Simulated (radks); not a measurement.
Values are calculated unless marked as measured or tabulated.
Excited configurations of Ru III: one electron is placed in a higher orbital outside [Kr] 4d5. The ground configuration is [Kr] 4d6. Code: a radial shooting solver on a logarithmic mesh with Libxc functionals. Model: scalar-relativistic Kohn-Sham, r2SCAN, spin-polarised, spherical densities, finite nucleus; open shells are filled with parallel spins first (spin-orbit coupling, left out, can overturn this in heavy ions); meta-GGA in the generalised Kohn-Sham scheme; Fermi nuclear charge, rms radius 4.4809 fm. Excitation = E - E(ground); binding = E(ion) - E, where the ion is the core of charge +3; n* = 3/sqrt(2 binding) in atomic units, and the quantum defect is n - n*.

[
 {"outer orbital": "4f", "excitation (eV)": "19.430", "binding (eV)": "8.112", "n*": "3.885", "quantum defect": "0.115", "eigenvalue (eV)": "-6.323", "<r> (bohr)": "5.260"},
 {"outer orbital": "5s", "excitation (eV)": "2.217", "binding (eV)": "25.324", "n*": "2.199", "quantum defect": "2.801", "eigenvalue (eV)": "-21.817", "<r> (bohr)": "2.602"},
 {"outer orbital": "5p", "excitation (eV)": "8.759", "binding (eV)": "18.783", "n*": "2.553", "quantum defect": "2.447", "eigenvalue (eV)": "-15.807", "<r> (bohr)": "3.122"},
 {"outer orbital": "5d", "excitation (eV)": "16.228", "binding (eV)": "11.314", "n*": "3.290", "quantum defect": "1.710", "eigenvalue (eV)": "-9.304", "<r> (bohr)": "4.576"},
 {"outer orbital": "6s", "excitation (eV)": "15.797", "binding (eV)": "11.745", "n*": "3.229", "quantum defect": "2.771", "eigenvalue (eV)": "-10.192", "<r> (bohr)": "5.401"},
 {"outer orbital": "6f", "excitation (eV)": "23.694", "binding (eV)": "3.848", "n*": "5.641", "quantum defect": "0.359", "eigenvalue (eV)": "-3.234", "<r> (bohr)": "14.06"},
 {"outer orbital": "7s", "excitation (eV)": "20.673", "binding (eV)": "6.869", "n*": "4.222", "quantum defect": "2.778", "eigenvalue (eV)": "-5.992", "<r> (bohr)": "9.115"},
 {"outer orbital": "7f", "excitation (eV)": "24.709", "binding (eV)": "2.833", "n*": "6.575", "quantum defect": "0.425", "eigenvalue (eV)": "-2.420", "<r> (bohr)": "20.03"}
]

The Delta-SCF ionisation energy is 27.542 eV (NIST Atomic Spectra Database: 28.470 eV, semi-empirical). Self-interaction in the functional shifts the binding energies and quantum defects, so they are the method's values and not measured ones. Open shells are spherical and high-spin; term and fine-structure splittings are not resolved.
